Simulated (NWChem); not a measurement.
Species: C$_{2}$H$_{3}$ClF$_{2}$; SMILES FC(F)CCl

```xyz
8

F     -1.3102    -1.0299     0.0745
C     -0.0152    -0.8625    -0.3083
F      0.6782    -1.9987     0.0159
C      0.6192     0.2981     0.4420
Cl    -0.1317     1.8559    -0.0152
H      0.0144    -0.7244    -1.4139
H      0.4871     0.1382     1.5298
H      1.6992     0.3429     0.2057
```
Atoms are numbered in this order, from 1.

Level: PBE-D3(BJ)/def2-SVP (NWChem), optimised geometry, unscaled harmonic frequencies. 

```json
[
 {"frequency (cm⁻¹)": "108", "IR intensity (km/mol)": "4.1"},
 {"frequency (cm⁻¹)": "199", "IR intensity (km/mol)": "4.5"},
 {"frequency (cm⁻¹)": "368", "IR intensity (km/mol)": "1.2"},
 {"frequency (cm⁻¹)": "448", "IR intensity (km/mol)": "14.3"},
 {"frequency (cm⁻¹)": "553", "IR intensity (km/mol)": "3.9"},
 {"frequency (cm⁻¹)": "784", "IR intensity (km/mol)": "34.3"},
 {"frequency (cm⁻¹)": "851", "IR intensity (km/mol)": "8.0"},
 {"frequency (cm⁻¹)": "1015", "IR intensity (km/mol)": "23.4"},
 {"frequency (cm⁻¹)": "1078", "IR intensity (km/mol)": "162.4"},
 {"frequency (cm⁻¹)": "1120", "IR intensity (km/mol)": "87.5"},
 {"frequency (cm⁻¹)": "1178", "IR intensity (km/mol)": "34.8"},
 {"frequency (cm⁻¹)": "1224", "IR intensity (km/mol)": "4.9"},
 {"frequency (cm⁻¹)": "1337", "IR intensity (km/mol)": "14.5"},
 {"frequency (cm⁻¹)": "1370", "IR intensity (km/mol)": "40.9"},
 {"frequency (cm⁻¹)": "1394", "IR intensity (km/mol)": "18.7"},
 {"frequency (cm⁻¹)": "2986", "IR intensity (km/mol)": "36.4"},
 {"frequency (cm⁻¹)": "3022", "IR intensity (km/mol)": "9.1"},
 {"frequency (cm⁻¹)": "3098", "IR intensity (km/mol)": "1.6"}
]
```

- zero-point energy: 31.6 kcal/mol
- thermal correction to the enthalpy at 298.15 K (with zero-point energy): 35.5 kcal/mol
- heat capacity Cv: 16.7 cal/(mol K)
- entropy at 298.15 K and 1 atm (symmetry number 1): 74.9 cal/(mol K)
- dipole moment: 1.34 D

Rigid rotor and harmonic oscillator.
